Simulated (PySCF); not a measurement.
# Ions at one geometry of [Bi(NH3)]3+

PySCF 2.14.0, RKS PBE0, Bi def2-SVP with ECP60, N def2-SVP, H def2-SVP; non-relativistic Hamiltonian with scalar-relativistic core potentials where named; density fitting; no spin-orbit coupling; singlets restricted, open shells unrestricted. The geometry is relaxed for charge +3, singlet, vacuum:

```xyz
5

Bi    0.0000    0.0000   -0.1626
N     0.0000    0.0000    2.1554
H     0.9661    0.0000    2.5752
H    -0.4831    0.8367    2.5752
H    -0.4830   -0.8367    2.5752
```

Energies count from the relaxed state; an electron taken off or put on is at rest in vacuum. Charges and spins are Mulliken's.

```csv
state,energy (eV),spin squared,charge on Bi1 (e),spin on Bi1 (e),dipole about the centre of mass (D)
"charge +3, singlet, vacuum",0.00,0.00,2.35,0.00,7.31
"charge +2, doublet, vacuum",-20.91,0.75,1.52,1.02,6.25
```

Q: What does the state charge +4, doublet, vacuum give?

A: energy (eV) 31.86, spin squared 0.75, charge on Bi1 (e) 2.83, spin on Bi1 (e) 0.19, dipole about the centre of mass (D) 11.95.

With an electron taken off (doublet) the charges change, summed by element, by Bi +0.48 e, N +0.27 e, H +0.26 e. The vertical ionisation energy is 31.86 eV, against −ε(HOMO) = 29.27 eV of the relaxed state. The level lies 2.6 eV too high, as is usual for semilocal functionals and global hybrids, which keep a self-interaction error.

With an electron put on (doublet) the charges change, summed by element, by Bi -0.83 e, N -0.01 e, H -0.16 e. The vertical electron affinity is 20.91 eV, against −ε(LUMO) = 23.43 eV of the relaxed state.

Open shells may have lower solutions than those found.
